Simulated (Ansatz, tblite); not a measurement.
Cost and result up the ladder for [Au(OH)4]- (AuO4H4⁻) (9 atoms). Total charge -1; singlet. Geometry: PBE0-D4/def2-SVPD.

Cartesian coordinates in Å:
```
Au 0.000 0.000 0.000
O 1.820 0.792 -0.145
H 1.649 1.687 -0.453
O 0.795 -1.715 0.621
H 1.741 -1.534 0.622
O -1.820 -0.791 0.145
H -1.649 -1.688 0.451
O -0.795 1.716 -0.620
H -1.741 1.534 -0.622
```

Ansatz on 4 threads of AMD EPYC 9R45 on a shared host; xTB runs through tblite on one thread. Times are rough, summed over both states, and most runs start from the orbitals of an earlier one. CAM-B3LYP-D4/def2-TZVPD serves as the yardstick here, not as an exact answer. The other state is a triplet at its own geometry.

In the def2 sets Au takes a core potential; there is no spin–orbit coupling. The xTB rows come from tblite. LC-ωPBE has ω = 0.4 bohr⁻¹. At PBE0-D4/def2-TZVPD a singlet of charge -1 lies 2.47 eV below the triplet, each at its own geometry.

xTB has no spin-polarisation term.

```csv
level,functions,triplet − singlet (eV),difference from CAM-B3LYP-D4/def2-TZVPD (eV)
GFN2-xTB,29,3.09,0.55
r2SCAN-D4/def2-TZVPD,239,2.35,-0.19
PBE-D4/def2-TZVPD,239,2.29,-0.25
GFN1-xTB,33,3.13,0.59
r2SCAN0-D4/def2-TZVPD,239,2.43,-0.11
CAM-B3LYP-D4/def2-TZVPD,239,2.54,0.00
LC-ωPBE/def2-TZVPD,239,2.75,0.22
PBE0-D4/def2-TZVPD (with forces),239,2.47,-0.07
B97M-V/def2-TZVPD,239,2.40,-0.14
BLYP-D4/def2-TZVPD,239,2.13,-0.41
```

Question: Estimate how long each takes.

Answer: GFN2-xTB 0.004 s; GFN1-xTB 0.007 s; PBE-D4/def2-TZVPD 2.6 s; BLYP-D4/def2-TZVPD 3.1 s; LC-ωPBE/def2-TZVPD 4.7 s; r2SCAN-D4/def2-TZVPD 4.7 s; PBE0-D4/def2-TZVPD (with forces) 4.9 s; CAM-B3LYP-D4/def2-TZVPD 5.2 s; r2SCAN0-D4/def2-TZVPD 6.1 s; B97M-V/def2-TZVPD 8.6 s. On shared hardware such times vary by a factor of up to 3.
